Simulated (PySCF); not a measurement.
A structure optimised at PBE-D3(BJ)/def2-SVP, used in a PySCF frequency run:

```xyz
13

C      1.3330    -0.8349     1.3721
O      1.2987    -0.1048     0.1617
Si    -0.1351     0.3601    -0.5847
C     -1.2743    -1.0908    -0.8929
O     -1.0182     1.4215     0.3790
H      0.7475    -0.3400     2.1810
H      0.9370    -1.8704     1.2516
H      2.3864    -0.9149     1.7123
H      0.3440     1.0202    -1.8436
H     -2.1638    -0.7747    -1.4741
H     -0.7520    -1.8864    -1.4613
H     -1.6331    -1.5229     0.0633
H     -0.5703     2.2673     0.5553
```

Question: Write its SMILES and formula.

Answer: CO[Si@@H](C)O, C₂H₈O₂Si

Question: What are its rotational constants (standard atomic weights)?

Answer: 4.9847, 3.0488, 2.4122 GHz
